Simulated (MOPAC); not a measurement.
A run for MOPAC: PM3 on CH5FO (a complex), monomers drawn apart or pushed together.

```
PM3 1SCF PRECISE CHARGE=0 THREADS=1
CH5FO

O      0.00035071 1     0.48345160 1    -0.13920918 1
H      0.20934145 1    -0.13535940 1     0.57280373 1
H     -0.43860270 1    -0.04081437 1    -0.81579487 1
C     -0.22438236 1     0.62307197 1     2.93963255 1
F      0.23384903 1    -0.55148531 1     2.32465846 1
H     -0.53013629 1     1.31740605 1     2.15873985 1
H     -1.06624515 1     0.36334029 1     3.58045218 1
H      0.59221400 1     1.03803515 1     3.52916322 1
```

Output:

```
*******************************************************************************
 **                                                                           **
 **                              MOPAC v23.2.5                                **
 **                                                                           **
 *******************************************************************************
 ** MOPAC's Digital Object Identifier: https://doi.org/10.5281/zenodo.6511958 **
 **                                                                           **
 ** Please cite the open-source release paper for use of this MOPAC version:  **
 ** J. E. Moussa and J. J. P. Stewart (2026)                                  **
 ** MOPAC: An open-source semiempirical molecular orbital program             **
 ** J. Open Source Softw., 11(119), 8025, https://doi.org/10.21105/joss.08025 **
 *******************************************************************************

                              PM3 CALCULATION RESULTS

 *******************************************************************************
 *  PM3        - The PM3 Hamiltonian to be used
 *
 *
 *
 *                 CHARGE ON SYSTEM = 0
 *
 *
 *
 *  PRECISE    - TIGHTER CRITERIA TO BE USED
 *  1SCF       - DO 1 SCF AND THEN STOP
 *  THREADS=1  - MULTI-THREADING NOT USED
 *  T=         - A TIME OF 172800.0 SECONDS REQUESTED
 *  DUMP=N     - RESTART FILE WRITTEN EVERY 7200.0 SECONDS REQUESTED
 *******************************************************************************
PM3 1SCF PRECISE CHARGE=0 THREADS=1
 CH5FO

   ATOM   CHEMICAL          X               Y               Z
  NUMBER   SYMBOL      (ANGSTROMS)     (ANGSTROMS)     (ANGSTROMS)

     1       O          0.00035071  *   0.48345160  *  -0.13920918  *
     2       H          0.20934145  *  -0.13535940  *   0.57280373  *
     3       H         -0.43860270  *  -0.04081437  *  -0.81579487  *
     4       C         -0.22438236  *   0.62307197  *   2.93963255  *
     5       F          0.23384903  *  -0.55148531  *   2.32465846  *
     6       H         -0.53013629  *   1.31740605  *   2.15873985  *
     7       H         -1.06624515  *   0.36334029  *   3.58045218  *
     8       H          0.59221400  *   1.03803515  *   3.52916322  *



          CARTESIAN COORDINATES

    NO.       ATOM           X           Y           Z

     1         O          0.0004      0.4835     -0.1392
     2         H          0.2093     -0.1354      0.5728
     3         H         -0.4386     -0.0408     -0.8158
     4         C         -0.2244      0.6231      2.9396
     5         F          0.2338     -0.5515      2.3247
     6         H         -0.5301      1.3174      2.1587
     7         H         -1.0662      0.3633      3.5805
     8         H          0.5922      1.0380      3.5292

  H: (PM3): J. J. P. STEWART, J. COMP. CHEM. 10, 209 (1989).
  C: (PM3): J. J. P. STEWART, J. COMP. CHEM. 10, 209 (1989).
  O: (PM3): J. J. P. STEWART, J. COMP. CHEM. 10, 209 (1989).
  F: (PM3): J. J. P. STEWART, J. COMP. CHEM. 10, 209 (1989).

           Empirical Formula: C H5 O F  =     8 atoms



      MOLECULAR POINT GROUP   :   C1


      RHF CALCULATION, NO. OF DOUBLY OCCUPIED LEVELS = 11


 -------------------------------------------------------------------------------
 PM3 1SCF PRECISE CHARGE=0 THREADS=1
 CH5FO



     1SCF WAS SPECIFIED, SO BFGS WAS NOT USED
     SCF FIELD WAS ACHIEVED


                              PM3 CALCULATION
                                                       MOPAC v23.2.5 Linux




          FINAL HEAT OF FORMATION =       -108.01298 KCAL/MOL =    -451.92630 KJ/MOL


          COSMO AREA              =         90.77 SQUARE ANGSTROMS
          COSMO VOLUME            =         69.19 CUBIC ANGSTROMS

          IONIZATION POTENTIAL    =         12.022365 EV
          HOMO LUMO ENERGIES (EV) =        -12.022  2.509
          NO. OF FILLED LEVELS    =         11
          MOLECULAR WEIGHT        =         52.0483         POINT GROUP:  C1

          MOLECULAR DIMENSIONS (Angstroms)

            Atom       Atom       Distance
            H     8    H     3     4.59404
            O     1    H     7     2.10296
            F     5    H     6     2.01446


          SCF CALCULATIONS        =          1





   ATOM   CHEMICAL          X               Y               Z
  NUMBER   SYMBOL      (ANGSTROMS)     (ANGSTROMS)     (ANGSTROMS)

     1       O          0.00035071  *   0.48345160  *  -0.13920918  *
     2       H          0.20934145  *  -0.13535940  *   0.57280373  *
     3       H         -0.43860270  *  -0.04081437  *  -0.81579487  *
     4       C         -0.22438236  *   0.62307197  *   2.93963255  *
     5       F          0.23384903  *  -0.55148531  *   2.32465846  *
     6       H         -0.53013629  *   1.31740605  *   2.15873985  *
     7       H         -1.06624515  *   0.36334029  *   3.58045218  *
     8       H          0.59221400  *   1.03803515  *   3.52916322  *

                             CARTESIAN COORDINATES

   1    O        0.000350710     0.483451600    -0.139209180
   2    H        0.209341450    -0.135359400     0.572803730
   3    H       -0.438602700    -0.040814370    -0.815794870
   4    C       -0.224382360     0.623071970     2.939632550
   5    F        0.233849030    -0.551485310     2.324658460
   6    H       -0.530136290     1.317406050     2.158739850
   7    H       -1.066245150     0.363340290     3.580452180
   8    H        0.592214000     1.038035150     3.529163220


           Empirical Formula: C H5 O F  =     8 atoms



      MOLECULAR POINT GROUP   :   C1


                  EIGENVALUES
 -36.54592 -31.34322 -20.36973 -18.61143 -17.78346 -17.40183 -16.36428 -14.27333
 -13.28379 -13.18498 -12.02236   2.50928   3.65364   3.71669   3.76966   4.48207
   5.50665


              NET ATOMIC CHARGES AND DIPOLE CONTRIBUTIONS

  ATOM NO.   TYPE          CHARGE      No. of ELECS.   s-Pop       p-Pop
    1          O          -0.396095        6.3961     1.77501     4.62109
    2          H           0.197679        0.8023     0.80232
    3          H           0.177185        0.8228     0.82282
    4          C           0.047750        3.9523     1.13271     2.81954
    5          F          -0.166757        7.1668     1.80248     5.36428
    6          H           0.060114        0.9399     0.93989
    7          H           0.038612        0.9614     0.96139
    8          H           0.041512        0.9585     0.95849
 DIPOLE           X         Y         Z       TOTAL
 POINT-CHG.    -0.647     0.156     0.918     1.133
 HYBRID        -0.224    -0.551     0.118     0.607
 SUM           -0.871    -0.395     1.035     1.410


          ATOMIC ORBITAL ELECTRON POPULATIONS

     Atom    s        px        py        pz
    1  O   1.77501   1.83138   1.43989   1.34982
    2  H   0.80232
    3  H   0.82282
    4  C   1.13271   0.98333   0.86331   0.97290
    5  F   1.80248   1.92820   1.57394   1.86215
    6  H   0.93989
    7  H   0.96139
    8  H   0.95849

 **********************
 *                    *
 * JOB ENDED NORMALLY *
 *                    *
 **********************




 == MOPAC DONE ==
```

The run finished.

Cost: roughly 0.03 core-seconds.
